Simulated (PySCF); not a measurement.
3-fluoro-3-methyloxetane (C4H7FO), SMILES C1OCC1(F)C.

The structure is a stationary point at PBE0-D3(BJ)/def2-SVP.

Calculation: PySCF 2.14.0 with TDDFT-CAM-B3LYP/def2-SVPD.

Vertical excitations.  State labels are in the subgroup Cs.

Computed excitation energies, oscillator strengths and character:
```
state  symmetry  energy (eV)  λ (nm)      f                                                             main pairs
-----  --------  -----------  ------  -----  ---------------------------------------------------------------------
S1           A'         7.15     173  0.001                                                       HOMO→LUMO+1 88 %
S2           A'         7.52     165  0.023                                                         HOMO→LUMO 87 %
S3           A"         8.24     151  0.000                                                       HOMO→LUMO+2 94 %
S4           A'         8.35     149  0.031                                     HOMO→LUMO+3 60 %, HOMO→LUMO+4 33 %
S5           A"         8.60     144  0.006                                   HOMO−1→LUMO+1 48 %, HOMO−1→LUMO 38 %
S6           A'         8.83     140  0.027                                                     HOMO−2→LUMO+1 76 %
S7           A"         8.94     139  0.083                                   HOMO−1→LUMO 56 %, HOMO−1→LUMO+1 36 %
S8           A'         8.95     138  0.002                                   HOMO−2→LUMO 71 %, HOMO−2→LUMO+1 11 %
S9           A'         9.12     136  0.006  HOMO→LUMO+4 39 %, HOMO→LUMO+3 20 %, HOMO−2→LUMO 11 %, HOMO→LUMO+7 7 %
S10          A'         9.36     133  0.009                    HOMO→LUMO+5 51 %, HOMO→LUMO+7 22 %, HOMO→LUMO+4 8 %
T1           A'         6.74     184      0                                                       HOMO→LUMO+1 81 %
T2           A'         7.36     168      0                                                         HOMO→LUMO 85 %
T3           A"         8.08     153      0                                                       HOMO→LUMO+2 91 %
T4           A'         8.10     153      0                                     HOMO→LUMO+3 48 %, HOMO→LUMO+4 38 %
```
Triplets are in the Tamm–Dancoff approximation, which puts them higher than full response would, so one can lie above its singlet here.
